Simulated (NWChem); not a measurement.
Program: NWChem. System: H5Si2, charge 0, spin multiplicity 2, displaced from the optimised geometry. The structure started from a generated list of species. Its SCF solution wasn't tested for a lower state. Level: UBP86/def2-TZVP.

The NWChem input:

```
start mol
memory heap 200 mb stack 900 mb global 1100 mb
geometry units angstroms nocenter noautoz
  Si    -0.132883    -1.233393     0.000000
  Si     0.054755     1.146674     0.000000
  H      0.428675    -1.914392     1.259111
  H      0.428675    -1.914392    -1.259111
  H     -0.640075     1.706469    -1.249231
  H     -0.640075     1.706469     1.249231
  H      1.516592     1.629910     0.000000
  symmetry group Cs
end
basis spherical
  * library def2-tzvp
end
dft
  xc becke88 perdew86
  odft
  mult 2
  semidirect memsize 60000000 filesize 0
  iterations 100
  tolerances tight
end
task dft gradient
```

Part of the output:

```
             Northwest Computational Chemistry Package (NWChem) 7.3.0
             --------------------------------------------------------

                                NWChem Input Module
                                -------------------

 Scaling coordinates for geometry "geometry" by  1.889725989
 (inverse scale =  0.529177249)

 Turning off AUTOSYM since
 SYMMETRY directive was detected!

                             Geometry "geometry" -> ""
                             -------------------------

 Output coordinates in angstroms (scale by  1.889725989 to convert to a.u.)

  No.       Tag          Charge          X              Y              Z
 ---- ---------------- ---------- -------------- -------------- --------------
    1 Si                  14.0000    -0.13288300    -1.23339300     0.00000000
    2 Si                  14.0000     0.05475500     1.14667400     0.00000000
    3 H                    1.0000     0.42867500    -1.91439200     1.25911100
    4 H                    1.0000     0.42867500    -1.91439200    -1.25911100
    5 H                    1.0000    -0.64007500     1.70646900    -1.24923100
    6 H                    1.0000    -0.64007500     1.70646900     1.24923100
    7 H                    1.0000     1.51659200     1.62991000     0.00000000

 Effective nuclear repulsion energy (a.u.)      80.4446811716

            Nuclear Dipole moment (a.u.)
            ----------------------------
        X                 Y               Z
 ---------------- ---------------- ----------------
    -0.0000000000    -0.0000037795     0.0000000000

      Symmetry information
      --------------------

 Group name             Cs
 Group number              2
 Group order               2
 No. of unique centers     5

      Symmetry unique atoms

     1    2    3    5    7


 Summary of "ao basis" -> "" (spherical)
 ------------------------------------------------------------------------------
       Tag                 Description            Shells   Functions and Types
 ---------------- ------------------------------  ------  ---------------------
 *                         def2-tzvp                  on all atoms

  perdew86 is a nonlocal functional; adding perdew81 local functional.

                                 NWChem DFT Module
                                 -----------------

 Summary of "ao basis" -> "ao basis" (spherical)
 ------------------------------------------------------------------------------
       Tag                 Description            Shells   Functions and Types
 ---------------- ------------------------------  ------  ---------------------
 Si                        def2-tzvp                13       37   5s5p2d1f
 H                         def2-tzvp                 4        6   3s1p

 Summary of "ao basis" -> "ao basis" (spherical)
 ------------------------------------------------------------------------------
       Tag                 Description            Shells   Functions and Types
 ---------------- ------------------------------  ------  ---------------------
 Si                        def2-tzvp                13       37   5s5p2d1f
 H                         def2-tzvp                 4        6   3s1p

      Symmetry analysis of basis
      --------------------------

        a'         67
        a"         37

            General Information
            -------------------
          SCF calculation type: DFT
          Wavefunction type:  spin polarized.
          No. of atoms     :     7
          No. of electrons :    33
           Alpha electrons :    17
            Beta electrons :    16
          Charge           :     0
          Spin multiplicity:     2
          Use of symmetry is: on ; symmetry adaption is: on
          Maximum number of iterations: 100
          AO basis - number of functions:   104
                     number of shells:    46
          Convergence on energy requested:  1.00D-06
          Convergence on density requested:  1.00D-05
          Convergence on gradient requested:  5.00D-04

              XC Information
              --------------
                    Becke 1988 Exchange Functional  1.000
                Perdew 1981 Correlation Functional  1.000 local
                Perdew 1986 Correlation Functional  1.000 non-local

             Grid Information
             ----------------
          Grid used for XC integration:  medium
          Radial quadrature: Mura-Knowles
          Angular quadrature: Lebedev.
          Tag              B.-S. Rad. Rad. Pts. Rad. Cut. Ang. Pts.
          ---              ---------- --------- --------- ---------
          Si                  1.10       88          10.0       590
          H                   0.35       45          12.0       434
          Grid pruning is: on
          Number of quadrature shells:   311
          Spatial weights used:  Erf1

          Convergence Information
          -----------------------
          Convergence aids based upon iterative change in
          total energy or number of iterations.
          Levelshifting, if invoked, occurs when the
          HOMO/LUMO gap drops below (HL_TOL):  1.00D-02
          DIIS, if invoked, will attempt to extrapolate
          using up to (NFOCK): 10 stored Fock matrices.

                    Damping( 0%)  Levelshifting(0.5)       DIIS
                  --------------- ------------------- ---------------
          dE  on:    start            ASAP                start
          dE off:    2 iters        100 iters           100 iters

      Screening Tolerance Information
      -------------------------------
[...]
   Bfn.  Coefficient  Atom+Function         Bfn.  Coefficient  Atom+Function
  ----- ------------  ---------------      ----- ------------  ---------------
    53     -0.303700  2 Si py                16      0.296320  1 Si py
    76     -0.120455  3 H  s                 82     -0.120455  4 H  s
     7     -0.118284  1 Si py                44      0.118067  2 Si py
    56     -0.115266  2 Si py                 4      0.111867  1 Si s
    13      0.111833  1 Si py                50     -0.109319  2 Si py

 Vector   17  Occ=0.000000D+00  E=-1.379356D-01  Symmetry=a'
              MO Center= -2.8D-01, -1.0D+00, -5.7D-15, r^2= 3.2D+00
   Bfn.  Coefficient  Atom+Function         Bfn.  Coefficient  Atom+Function
  ----- ------------  ---------------      ----- ------------  ---------------
    15      0.380569  1 Si px                18      0.377384  1 Si px
     5     -0.327646  1 Si s                  4     -0.205219  1 Si s
   101     -0.171207  7 H  s                  6     -0.146536  1 Si px
    12      0.147069  1 Si px                 3      0.122483  1 Si s
    53     -0.110785  2 Si py                41      0.097015  2 Si s

 Vector   18  Occ=0.000000D+00  E=-2.804916D-02  Symmetry=a"
              MO Center=  3.3D-02,  1.2D-01, -2.2D-14, r^2= 4.3D+00
   Bfn.  Coefficient  Atom+Function         Bfn.  Coefficient  Atom+Function
  ----- ------------  ---------------      ----- ------------  ---------------
    57      0.655767  2 Si pz                89      0.583942  5 H  s
    95     -0.583942  6 H  s                 20      0.439539  1 Si pz
    77     -0.437083  3 H  s                 83      0.437083  4 H  s
    54      0.247905  2 Si pz                17      0.223054  1 Si pz
    64     -0.138756  2 Si d -1              27      0.137573  1 Si d -1

 Vector   19  Occ=0.000000D+00  E=-2.059887D-02  Symmetry=a'
              MO Center=  5.6D-03,  5.5D-02, -1.1D-13, r^2= 6.6D+00
   Bfn.  Coefficient  Atom+Function         Bfn.  Coefficient  Atom+Function
  ----- ------------  ---------------      ----- ------------  ---------------
     5      1.533453  1 Si s                 42     -1.156976  2 Si s
    56      0.925255  2 Si py                19      0.695088  1 Si py
    77     -0.393991  3 H  s                 83     -0.393991  4 H  s
     4      0.312249  1 Si s                 55      0.297963  2 Si px
    53      0.268277  2 Si py                89      0.228200  5 H  s

   alpha - beta orbital overlaps
   -----------------------------

   alpha      1      2      3      4      5      6      7      8      9     10
    beta      1      2      3      4      5      5      6      7     10      9
 overlap   1.000  1.000  1.000  1.000  0.700  0.688  1.000  0.755  1.000  0.991

   alpha     11     12     13     14     15     16     17     18     19     20
    beta     11     12     13     14     15     16     17     18     19     20
 overlap   0.991  0.990  0.993  0.999  0.993  0.999  0.990  0.996  0.993  0.898

   alpha     21     22     23     24     25     26     27     28     29     30
    beta     21     23     22     24     25     27     26     30     29     28
 overlap   0.914  0.990  0.980  0.738  0.745  0.896  0.978  0.727  0.957  0.751

   alpha     31     32     33     34     35     36     37     38     39     40
    beta     31     32     33     36     34     35     37     39     38     40
 overlap   0.801  0.818  0.966  0.886  0.959  0.975  0.898  0.770  0.784  0.979

   alpha     41     42     43     44     45     46     47     48     49     50
    beta     41     42     43     44     45     46     48     47     49     50
 overlap   0.991  0.991  0.999  0.996  0.998  0.999  0.994  0.972  0.957  0.988

   alpha     51     52     53     54     55     56     57     58     59     60
    beta     51     52     53     54     55     56     57     58     59     60
 overlap   0.970  0.991  0.878  0.988  0.909  0.989  0.969  0.993  0.986  0.975

   alpha     61     62     63     64     65     66     67     68     69     70
    beta     61     62     63     64     65     66     67     68     69     70
 overlap   0.981  0.994  0.975  0.967  0.987  0.989  0.952  0.957  0.992  0.978

   alpha     71     72     73     74     75     76     77     78     79     80
    beta     71     72     73     74     75     76     77     78     79     80
 overlap   0.997  0.978  1.000  0.908  0.908  0.996  0.989  0.999  0.992  0.992

   alpha     81     82     83     84     85     86     87     88     89     90
    beta     81     82     83     84     85     86     87     88     89     90
 overlap   0.992  0.992  0.988  0.998  0.992  0.999  0.999  0.997  0.996  0.999

   alpha     91     92     93     94     95     96     97     98     99    100
    beta     91     92     93     94     95     96     97     98     99    100
 overlap   0.999  1.000  1.000  1.000  1.000  1.000  0.998  0.995  0.998  0.995

   alpha    101    102    103    104
    beta    101    102    103    104
 overlap   1.000  1.000  1.000  1.000

     --------------------------
     Expectation value of S2:
     --------------------------
      <S2> =      0.7536 (Exact =     0.7500)

 center of mass
 --------------
 x =  -0.03356758 y =  -0.03725876 z =   0.00000000

 moments of inertia (a.u.)
 ------------------
         362.811238243086         -17.698228179965           0.000000000000
         -17.698228179965          37.189102310906           0.000000000000
           0.000000000000           0.000000000000         354.711309156400

     Multipole analysis of the density
     ---------------------------------

     L   x y z        total         alpha         beta         nuclear
     -   - - -        -----         -----         ----         -------
     0   0 0 0     -0.000000    -17.000000    -16.000000     33.000000

     1   1 0 0     -0.010154      0.368882     -0.379035     -0.000000
     1   0 1 0      0.017168      1.103453     -1.086281     -0.000004
     1   0 0 1     -0.000000     -0.000000     -0.000000      0.000000

     2   2 0 0    -23.227180    -20.997758    -15.714303     13.484881
     2   1 1 0      0.045210     -4.870778     -1.582033      6.498021
     2   1 0 1      0.000000      0.000000      0.000000      0.000000
     2   0 2 0    -23.336387   -114.810013   -106.778104    198.251730
     2   0 1 1      0.000000     -0.000000      0.000000      0.000000
     2   0 0 2    -22.877092    -23.484152    -21.861638     22.468698

            General Information
            -------------------
          SCF calculation type: DFT
          Wavefunction type:  spin polarized.
          No. of atoms     :     7
          No. of electrons :    33
           Alpha electrons :    17
            Beta electrons :    16
          Charge           :     0
          Spin multiplicity:     2
          Use of symmetry is: on ; symmetry adaption is: on
          Maximum number of iterations: 100
          AO basis - number of functions:   104
                     number of shells:    46
          Convergence on energy requested:  1.00D-06
          Convergence on density requested:  1.00D-05
          Convergence on gradient requested:  5.00D-04

              XC Information
              --------------
                    Becke 1988 Exchange Functional  1.000
                Perdew 1981 Correlation Functional  1.000 local
                Perdew 1986 Correlation Functional  1.000 non-local

             Grid Information
             ----------------
          Grid used for XC integration:  medium
          Radial quadrature: Mura-Knowles
          Angular quadrature: Lebedev.
          Tag              B.-S. Rad. Rad. Pts. Rad. Cut. Ang. Pts.
          ---              ---------- --------- --------- ---------
          Si                  1.10       88          10.0       590
          H                   0.35       45          12.0       434
          Grid pruning is: on
          Number of quadrature shells:   311
          Spatial weights used:  Erf1

          Convergence Information
          -----------------------
          Convergence aids based upon iterative change in
          total energy or number of iterations.
          Levelshifting, if invoked, occurs when the
          HOMO/LUMO gap drops below (HL_TOL):  1.00D-02
          DIIS, if invoked, will attempt to extrapolate
          using up to (NFOCK): 10 stored Fock matrices.

                    Damping( 0%)  Levelshifting(0.5)       DIIS
                  --------------- ------------------- ---------------
          dE  on:    start            ASAP                start
          dE off:    2 iters        100 iters           100 iters

      Screening Tolerance Information
      -------------------------------
          Density screening/tol_rho:  1.00D-10
          AO Gaussian exp screening on grid/accAOfunc:  14
          CD Gaussian exp screening on grid/accCDfunc:  20
          XC Gaussian exp screening on grid/accXCfunc:  20
          Schwarz screening/accCoul:  1.00D-08

                            NWChem DFT Gradient Module
                            --------------------------

  charge          =   0.00
  wavefunction    = open shell

  Using symmetry

                         DFT ENERGY GRADIENTS

    atom               coordinates                        gradient
                 x          y          z           x          y          z
   1 Si     -0.251112  -2.330775   0.000000   -0.007675   0.001343   0.000000
   2 Si      0.103472   2.166900   0.000000   -0.000336  -0.003738   0.000000
   3 H       0.810078  -3.617676   2.379375    0.003734  -0.005282   0.009897
   4 H       0.810078  -3.617676  -2.379375    0.003734  -0.005282  -0.009897
   5 H      -1.209566   3.224759  -2.360704   -0.005626   0.004620  -0.010204
   6 H      -1.209566   3.224759   2.360704   -0.005626   0.004620   0.010204
   7 H       2.865943   3.080083   0.000000    0.011796   0.003718   0.000000

                 ----------------------------------------
                 |  Time  |  1-e(secs)   |  2-e(secs)   |
                 ----------------------------------------
                 |  CPU   |       0.01   |       1.54   |
                 ----------------------------------------
                 |  WALL  |       0.01   |       1.54   |
                 ----------------------------------------

 Task  times  cpu:        5.5s     wall:        5.5s

 Total times  cpu:        5.5s     wall:        5.5s
```
